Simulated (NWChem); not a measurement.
## A calculation on MoO₃

```xyz
4

Mo     0.1438     0.1374     0.0000
O      0.3055    -0.8237     1.3971
O      0.3055    -0.8237    -1.3971
O     -1.3661     0.9260     0.0000
```
Charge 0, spin multiplicity 1.

The numbers come from NWChem runs, not from measurements. The geometry was optimised at B3LYP/def2-SVP with def2 effective core potentials on Mo, a minimum by its harmonic frequencies.

Symmetry labels belong to the abelian group Cs used in the runs, with the axes of the coordinates shown; states degenerate in a higher group split over its labels.

Effective core potentials replace the inner electrons of Mo; spin-orbit coupling is left out. The structure started from a generated list of species.

**Question.** List the lowest 6 singlet excitations that TD-PBE/def2-SVP with def2 effective core potentials on Mo gives, with oscillator strengths.

**Answer.** 
| state | symmetry | energy (eV) | wavelength (nm) | f |
|---|---|---|---|---|
| 1 | a" | 1.96 | 633 | 0.000 |
| 2 | a" | 2.35 | 528 | 0.005 |
| 3 | a' | 2.35 | 528 | 0.005 |
| 4 | a' | 2.83 | 438 | 0.000 |
| 5 | a" | 4.35 | 285 | 0.001 |
| 6 | a' | 4.35 | 285 | 0.001 |
